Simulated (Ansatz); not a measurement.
Reaction (ligand exchange at the Sn–O bond): `N[SiH](F)[O][SnH3]` + `N[SiH3]` → `[SiH3][NH][SnH3]` + `N[SiH](O)F`

Gas-phase electronic energies from Ansatz, PBE0-D4/def2-TZVP geometries. CCSD(T)/CBS adds triple-zeta CCSD(T) − MP2 to the extrapolated MP2 energy (def2 sets, frozen cores). This one scheme is used for every species. DFT in def2-TZVPP. B3LYP here is the variant with VWN-RPA as its local correlation; programs differ in this. def2 core potentials past Kr. For Sn outer-core shells are correlated without core-valence functions, which leaves a few kJ/mol of doubt a bond. Each species was taken in one conformer, which may not be the lowest.

(1) Is it downhill or uphill in electronic energy at CCSD(T)/CBS, and by how much? (Best estimate.)

(2) What do these levels give: PBE-D4, B3LYP-D4, ωB97M-V, HF/def2-TZVPP, SCS-MP2/def2-TZVPP, MP2/CBS(def2)? (Best estimate.)

Largest T1 diagnostic among the species: 0.013.

## Answers

(1) Ansatz gave: Uphill: ΔE = +34.6 kJ/mol.

(2) Ansatz gave: PBE-D4 34.7, B3LYP-D4 37.9, ωB97M-V 36.2, HF/def2-TZVPP 38.6, SCS-MP2/def2-TZVPP 33.8, MP2/CBS(def2) 32.9 kJ/mol.

In def2-TZVPP, CCSD(T) changes the Hartree–Fock value by −5.6 kJ/mol (the triples alone add −0.2 kJ/mol) and MP2 by −7.3 kJ/mol.
